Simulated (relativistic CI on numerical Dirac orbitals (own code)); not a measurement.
**Cr2+ in a cubic cluster: L2,3 absorption with charge transfer**

Computed with a charge-transfer multiplet model of a cubic metal-ligand cluster with up to one ligand hole, Slater and spin-orbit integrals from Dirac-Coulomb-Breit ions, Slater integrals scaled by 0.8. The ground state mixes d4 with configurations of k ligand holes L, whose averages lie at kΔ + k(k − 1)U_dd/2; a core hole lowers each added d electron by U_cd. 300 K, Lorentzian 0.4 eV and Gaussian 0.3 eV FWHM.

Atomic integrals in eV (Slater integrals scaled, ζ unscaled), ground: F2dd 7.675, F4dd 4.768, zeta_d 0.027; with the core hole: F2dd 8.366, F4dd 5.204, zeta_d 0.040, zeta_core 5.624, F2cd 4.703, G1cd 3.430, G3cd 1.946.

Cluster parameters (eV): Δ = 6.6, U_cd = 7.2, 10Dq = 0.85, 10Dq(ligand) = 1.3, V(eg) = 1.6, V(t2g) = -0.85, final-state hopping factor = 0.9.

```
         Case   n_d    d4   d5L     S
U_dd = 5.7 eV  4.15  0.85  0.15  2.00
U_dd = 6.4 eV  4.15  0.85  0.15  2.00
U_dd = 7.1 eV  4.15  0.85  0.15  2.00
```

Weights, n_d and S are thermal averages at 300 K. Photon energies count from the first peak over 30 % of the highest in each spectrum, which can be another peak from case to case. The parameters are a model scan and need not match a compound or its usual spin state. Peaks in eV (height, largest 100):
- U_dd = 5.7 eV: -3.3 (6), 0.0 (100), 0.7 (80), 5.6 (19), 6.7 (28), 7.5 (25), 9.6 (41)
- U_dd = 6.4 eV: -3.3 (6), 0.0 (100), 0.7 (80), 5.5 (20), 6.7 (27), 7.5 (25), 9.6 (41)
- U_dd = 7.1 eV: -3.4 (6), 0.0 (100), 0.6 (81), 5.5 (21), 6.6 (24), 7.5 (26), 9.6 (42)

Curve for U_dd = 5.7 eV (points under 2 left out, the grid thinned):

E (eV), Intensity and a bar:
```
     -3.8        2.1 
     -3.4        5.1 #
     -3.1        5.1 #
     -2.7        5.6 #
     -2.3        7.7 ##
     -1.9       15.5 ####
     -1.6       27.6 ########
     -1.2       38.4 ############
     -0.8       50.0 ###############
     -0.4       63.9 ####################
     -0.1       96.5 ##############################
      0.3       82.0 #########################
      0.7       80.0 #########################
      1.0       77.8 ########################
      1.4       56.0 #################
      1.8       36.2 ###########
      2.2       29.2 #########
      2.5       26.3 ########
      2.9       18.3 #####
      3.3       11.8 ###
      3.7        8.2 ##
      4.0        6.9 ##
      4.4        7.1 ##
      4.8        9.2 ##
      5.1       11.7 ###
      5.5       18.0 #####
      5.9       16.2 ####
      6.3       16.8 #####
      6.6       26.7 ########
      7.0       23.5 #######
      7.4       24.4 #######
      7.8       24.2 #######
      8.1       22.4 ######
      8.5       19.2 #####
      8.9       29.4 #########
      9.2       37.4 ###########
      9.6       40.9 ############
     10.0       31.6 #########
     10.4       20.1 ######
     10.7       12.9 ###
     11.1        8.4 ##
     11.5        5.9 #
     11.9        5.1 #
     12.2        3.6 
     12.6        2.2
```

For the case U_dd = 6.4 eV, Δ = 6.6 eV is larger than U_dd = 6.4 eV, the Mott-Hubbard side of the Zaanen-Sawatzky-Allen scheme. With the core hole the configuration with one ligand hole lies at Δ + U_dd − U_cd = 5.1, 5.8, 6.5 eV from the one without, in the order of the table; where this is negative the screened configuration lies lower.

With at most 1 ligand hole the space is cut while the next configuration still counts, so covalency is underestimated, and a final configuration with one more ligand hole, which can lie low, is missing from the spectra.
